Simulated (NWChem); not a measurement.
AlH$_{2}$O$_{2}$I; SMILES [OH][Al]([OH])[I]

```xyz
6

Al     0.0000     0.0000     1.3876
I      0.0000     0.0000    -1.1022
O      0.0000    -1.4495     2.2905
H      0.0000    -2.3210     1.8649
O      0.0000     1.4495     2.2905
H      0.0000     2.3210     1.8649
```
Atoms are numbered in this order, from 1.

Program: NWChem. Structure relaxed at the PBE-D3(BJ)/def2-SVP level. def2 effective core potentials on I; no spin-orbit coupling. Level M06-2X/def2-SVP: energy and gradient on several grids; changes count from the extra-fine grid, which is no exact limit either.

```tsv
grid	size of the energy change (μHa)	largest change of a gradient component (μHa/bohr)
xcoarse	20000	3000
coarse	900	300
medium	< 10	200
fine	< 10	40
xfine	< 10	< 30
```
